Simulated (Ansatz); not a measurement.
Ansatz (an electronic-structure program) input:
A basis named .json is the Basis Set Exchange file of that set.

Ansatz 0.2 input:
```yaml
crystal:
  periodic: [false, false, false]
  atoms:
    - {symbol: Si, position_ang: [-0.03443636, -0.00053109, 0.02819264]}
    - {symbol: C, position_ang: [1.73943789, -0.46550955, -0.35199794]}
    - {symbol: N, position_ang: [-0.50229307, -0.88149394, 1.47888616]}
    - {symbol: N, position_ang: [-0.93881532, -0.28989449, -1.40528454]}
    - {symbol: N, position_ang: [-0.33619678, 1.61983438, 0.47956845]}
    - {symbol: H, position_ang: [2.14129991, 0.19222484, -1.12686312]}
    - {symbol: H, position_ang: [2.36723283, -0.36379370, 0.53484854]}
    - {symbol: H, position_ang: [1.82479931, -1.49559148, -0.70728662]}
    - {symbol: H, position_ang: [-0.59465618, -1.88856249, 1.32800378]}
    - {symbol: H, position_ang: [-1.90763345, -0.01868049, -1.46296238]}
    - {symbol: H, position_ang: [-0.72342486, -1.05052475, -2.02932018]}
    - {symbol: H, position_ang: [-0.39355942, 1.88245303, 1.44873394]}
    - {symbol: H, position_ang: [-0.22744027, 2.40384604, -0.14005387]}
basis:
  gaussian:
    orbitals: cc-pV_T+d_Z.json
hamiltonian:
  xc: pbe
magnetization: {spin_polarized: true, initial_magnetization: 1}
correlation: {method: rpa, electrons: outside_noble_gas}
```

Problem. What final total energy does it print?

Solution. -496.40896 Eh (RPA@PBE/cc-pV(T+d)Z). The basis has 271 functions.

It need not be the lowest isomer of its formula.
